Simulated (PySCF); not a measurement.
# Aluminium: a sound run and one with changed settings

Sound run: Al⁺ [Ne] 3s2, Al²⁺ [Ne] 3s1. Computed with PySCF 2.14 in def2-TZVP (5s5p2d1f, 37 functions), with the non-relativistic Hamiltonian (point nucleus). In the sound run the correlated levels freeze [Ne]. The sound run starts from symmetry-adapted Hartree-Fock orbitals and uses a fine grid where one is needed.

Changed run: scalar relativity by spin-free X2C-1e. This setting is unsound on purpose.

| species | method | sound run (hartree) | changed run (hartree) | converged |
| --- | --- | --- | --- | --- |
| Al⁺ | UHF | -241.66873 | -242.06466 | yes |
| Al⁺ | MN15 | -242.05153 | -242.45032 | yes |
| Al⁺ | M06-L | -242.13213 | -242.52849 | yes |
| Al⁺ | MP2 | -241.69600 | -242.09192 | yes |
| Al⁺ | CCSD(T) | -241.70808 | -242.10396 | yes |
| Al²⁺ | UHF | -241.02454 | -241.41934 | yes |
| Al²⁺ | MN15 | -241.36646 | -241.76391 | yes |
| Al²⁺ | M06-L | -241.44542 | -241.84056 | yes |

Ionisation energy of Al⁺:

```csv
method,sound run (eV),changed run (eV)
UHF,17.529,17.560
MN15,18.642,18.678
M06-L,18.686,18.720
MP2,18.271,18.302
SCS-MP2,18.420,18.450
CCSD,18.600,18.629
CCSD(T),18.600,18.629
CCSDT,18.600,18.629
FCI,18.600,18.629
```

Most of the change in total energy is the relativistic energy itself. On top of that the contraction fixes the core shape for the Hamiltonian it was made with, so the changed run is not a good calculation with the other Hamiltonian either.

For comparison, NIST gives 18.829 eV between the lowest levels.
